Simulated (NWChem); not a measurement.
Atomisation of Cl₂Te

SMILES: Cl[Te]Cl
```xyz
3

Te     0.0000     0.0000    -0.5955
Cl     1.8514     0.0000     0.9108
Cl    -1.8514     0.0000     0.9108
```
Charge 0, spin multiplicity 1.

The numbers come from NWChem runs, not from measurements. Structure: optimised with PBE/def2-SVP with def2 effective core potentials on Te, a minimum by its harmonic frequencies.

Basis set: def2-TZVP. The atomisation energy is electronic alone: no zero-point, thermal, spin-orbit or counterpoise terms. No value is extrapolated to the basis-set limit. Free atoms are single determinants with multiplicities Te 3, Cl 2.

Effective core potentials replace the inner electrons of Te; spin-orbit coupling is left out. The structure started from a generated list of species. The stability of the SCF solutions was not checked. Open-shell Hartree-Fock references start from PBE0 orbitals.

One of these methods gave an atomisation energy of 110.8 kcal/mol. Which?
A. HF
B. PBE0
C. PBE
D. BHandHLYP

D, BHandHLYP. The others give 128.1 (PBE0), 138.9 (PBE), 58.9 (HF).
